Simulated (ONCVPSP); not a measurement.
**Ranking ONCV potentials for Sr**

All share these settings but for the change named:

- Element: Sr (Z = 38)
- Generator: ONCVPSP 4.0.1
- Type: optimised norm-conserving Vanderbilt (ONCV)
- Functional: PBE
- Relativity: fully relativistic
- Frozen core: [Ar] 3d10
- Valence charge: 10
- Reference configuration: 4s2 4p6 5s1 (charge +1)
- Partial waves: 4s+5s: rc 1.95 bohr, ncon 4, nbas 7, qcut 6.7 1/bohr, 2 projectors; 4p: rc 1.85 bohr, ncon 3, nbas 7, qcut 6 1/bohr, 2 projectors, debl 0.5 Ha; d scattering state at 0.3 Ha: rc 1.70 bohr, ncon 4, nbas 7, qcut 5.2 1/bohr, 1 projector
- Local potential: polynomial inside 1.35 bohr (lpopt 5, dvloc0 6 Ha)
- Core correction: none

Open shells are filled in proportion to 2j + 1.

In the p channel the program set the typed energies aside and used -1.056, 0.250 Ha (j = l + 1/2; the other j can differ). In the d channel the program set the typed energies aside and used 0.050 Ha (j = l + 1/2; the other j can differ).

Test errors are all-electron minus pseudo excitation energies from the reference, over 4s2 4p6 5s2; 4s2 4p6 5s0; 4s2 4p6 5s1.5; 4s1 4p6 5s2. None of these files shows a bound ghost.

The base gives 23.9 meV.

Of 4 variants that were run, those that failed, showed a ghost or another fault, or gave nearly equal values are left out.

A variant can come out equal or close to the base, since the largest error may sit in a test that the change hardly touches while other tests move.

**Question.** Rank these variants by their largest absolute test error, smallest first.
A. p: nproj 1
B. s: qcut 7; p: qcut 6.3; d: qcut 5.4
C. p: rc 1.54

**Answer.** A (8.4 meV), B (21.3 meV), C (32.1 meV).
